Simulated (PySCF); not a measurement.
**Bonding in `C=N[C@@H](CC)[Si@@H](N)NC`**

Compound: C5H15N3Si.
Atom-mapped SMILES: `[CH2:1]=[N:2][C@@H:3]([CH2:4][CH3:5])[Si@@H:6]([NH2:7])[NH:8][CH3:9]` (hydrogens: H10, H11 on C1; H12 on C3; H13, H14 on C4; H15, H16, H17 on C5; H18 on Si6; H19, H20 on N7; H21 on N8; H22, H23, H24 on C9)

Cartesian coordinates in Å at the GFN2-xTB level; atoms count from 1:
```
atom  x, y, z in Å
C1    -1.519   -2.863    0.101
N2    -1.126   -1.781    0.593
C3    -1.109   -0.587   -0.180
C4    -1.644    0.552    0.686
C5    -1.597    1.908   -0.002
Si6    0.714   -0.409   -0.746
N7     0.797    0.643   -2.110
N8     1.582    0.134    0.641
C9     3.001    0.395    0.607
H10   -1.477   -3.755    0.709
H11   -1.905   -2.973   -0.920
H12   -1.725   -0.681   -1.089
H13   -2.680    0.318    0.953
H14   -1.069    0.586    1.612
H15   -2.066    1.854   -0.983
H16   -0.567    2.238   -0.121
H17   -2.127    2.651    0.590
H18    1.166   -1.695   -1.303
H19    1.699    0.834   -2.513
H20    0.221    1.467   -2.153
H21    1.294   -0.240    1.534
H22    3.246    0.856   -0.347
H23    3.279    1.082    1.409
H24    3.602   -0.516    0.708
```

Bond orders from the PBE0/pcSseg-1 density (PySCF). The structure is a single GFN2-xTB conformer in the gas phase; no vibrational or solvent corrections.

Problem. How far do the computed orders between heavy atoms stray from the drawn ones?

Solution. The largest departure is 0.191, at C3–Si6 (drawn single, 0.809). Drawn single, order below 0.88: C3–Si6 (0.809).

Problem. Set the Mayer orders of the bonds between heavy atoms beside their lengths.

Solution. 
| bond | drawn as | length (Å) | Mayer order |
| --- | --- | --- | --- |
| C1–N2 | double | 1.253 | 1.947 |
| N2–C3 | single | 1.422 | 0.950 |
| C3–C4 | single | 1.528 | 0.999 |
| C4–C5 | single | 1.521 | 1.056 |
| C3–Si6 | single | 1.917 | 0.809 |
| Si6–N7 | single | 1.725 | 1.039 |
| Si6–N8 | single | 1.723 | 0.967 |
| N8–C9 | single | 1.444 | 0.991 |

Bonds between the same two heavy elements. C–N: lowest N2–C3 (0.950, 1.422 Å), highest C1–N2 (1.947, 1.253 Å); in 1 of the 3 pairs the longer bond (by over 0.003 Å) has the higher order (by 0.02 or more). C–C: lowest C3–C4 (0.999, 1.528 Å), highest C4–C5 (1.056, 1.521 Å). N–Si: lowest Si6–N8 (0.967, 1.723 Å), highest Si6–N7 (1.039, 1.725 Å).

Problem. And the bonds to hydrogen?

Solution. C–H: 0.93 to 0.97 (11 bonds); H–Si: 0.90 (1 bond); H–N: 0.93 to 0.95 (3 bonds).

Problem. Sum the orders of all bonds at each heavy atom with more than one neighbour and set the sums beside the valence in the SMILES.

Solution. C1 3.837 (drawn 4), N2 2.897 (drawn 3), C3 3.683 (drawn 4), C4 3.954 (drawn 4), C5 3.936 (drawn 4), Si6 3.711 (drawn 4), N7 2.928 (drawn 3), N8 2.883 (drawn 3), C9 3.890 (drawn 4). Orders between atoms that aren't bonded are not in these sums.

The Mayer order sums products of elements of PS (density times overlap matrix) between the two atoms' basis functions, so it depends on the basis set.

These values come from a run that also computed NMR shieldings. The run took 1.8 min wall on an Arm Neoverse N1 with one thread (shared host), and the process peaked at 1.2 GiB of memory.
